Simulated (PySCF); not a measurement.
BrFH₂N₂W, SMILES [NH]=[W]([F])(=[NH])[Br], multiplicity 1. Coordinates come from a B3LYP-D3(BJ)/def2-SVP optimisation. The multiplicity is an assumed one; no other spin state was optimised. The structure was generated by enumeration; whether it is a known compound was not checked. The def2 effective core potentials stand for the cores of W; spin–orbit coupling is left out.

Computed equilibrium geometry at B3LYP-D3(BJ)/def2-SVP (PySCF confirms it by a frequency run) as Cartesian coordinates in Å, and its point group:
point group Cs.
```xyz
7

W      0.0097    -0.5183     0.0000
N      0.8931    -1.0041     1.4296
H      1.6720    -1.4091     1.9435
N      0.8931    -1.0041    -1.4296
H      1.6720    -1.4091    -1.9435
F     -1.6545    -1.4020     0.0000
Br    -0.0477     1.9386     0.0000
```
